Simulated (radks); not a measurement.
Question: Radial electron density D(r) = 4 pi r^2 rho(r) of an atom or ion with 25 electrons. Calculated with a radial shooting solver on a logarithmic mesh with Libxc functionals: scalar-relativistic Kohn-Sham, SCAN, spin-unpolarised, spherical densities, finite nucleus; meta-GGA in the generalised Kohn-Sham scheme; Fermi nuclear charge, rms radius of each element as measured or else 0.836 A^(1/3) + 0.57 fm.

| r (bohr) | D(r) (e/bohr) |
|---|---|
| 0.004412 | 2.528 |
| 0.005837 | 4.068 |
| 0.007662 | 6.312 |
| 0.01014 | 9.620 |
| 0.01331 | 13.93 |
| 0.01761 | 19.33 |
| 0.02311 | 24.87 |
| 0.03033 | 29.41 |
| 0.04014 | 31.39 |
| 0.05268 | 29.84 |
| 0.0697 | 26.14 |
| 0.09149 | 24.39 |
| 0.1211 | 27.73 |
| 0.1589 | 33.52 |
| 0.2102 | 34.02 |
| 0.276 | 25.49 |
| 0.3622 | 15.43 |
| 0.4793 | 13.23 |
| 0.6291 | 16.33 |
| 0.8323 | 15.33 |
| 1.093 | 9.526 |
| 1.446 | 4.116 |
| 1.897 | 1.586 |
| 2.511 | 0.7177 |
| 3.295 | 0.4114 |
| 4.325 | 0.2050 |
| 5.723 | 0.06038 |
| 7.512 | 0.008808 |
| 9.939 | 0.0004579 |

What is the nuclear charge?

Answer: Z = 26. The innermost maximum, from 1s, lies near gamma/Z bohr with gamma = sqrt(1 - (Z/c)^2) = 0.982, here 0.0378 bohr (found: 0.0408), and its height grows with Z. The density is that of the iron ion Fe+ in [Ar] 3d6 4p1; the configuration itself is not fixed sharply by these data, and Z only to about a unit. D(r) has 3 maxima, at r = 0.0408, 0.186, 0.698 bohr, and minima at 0.0893, 0.442 bohr, inside which lie 2.12, 10.67 electrons.
